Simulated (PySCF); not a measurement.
# Radial density of Mn²⁺ (manganese, charge +2)

UHF, [Ar] 3d5, high-spin 6S determinant. Calculation: PySCF 2.14, in x2c-TZVPall; the spin-free X2C one-electron Hamiltonian (Gaussian nucleus).

| r (bohr) | 4πr²ρ (e/bohr) | 4πr²(ρα − ρβ) |
| --- | --- | --- |
| 0.00106 | 0.2002 | 0.0000 |
| 0.00179 | 0.5088 | 0.0000 |
| 0.00301 | 1.279 | 0.0000 |
| 0.00506 | 3.100 | -0.0001 |
| 0.00851 | 7.037 | -0.0002 |
| 0.0143 | 14.29 | -0.0004 |
| 0.0241 | 24.14 | -0.0004 |
| 0.0405 | 30.09 | 0.0004 |
| 0.0681 | 25.66 | 0.0050 |
| 0.115 | 24.54 | 0.0376 |
| 0.193 | 33.22 | 0.2657 |
| 0.324 | 19.43 | 1.3446 |
| 0.545 | 12.49 | 3.6056 |
| 0.917 | 13.23 | 4.1281 |
| 1.54 | 3.372 | 1.7720 |
| 2.60 | 0.2509 | 0.2187 |
| 4.37 | 0.003505 | 0.0035 |

Densities and radii are taken from the X2C orbitals without a picture-change correction, which distorts them close to the nucleus.
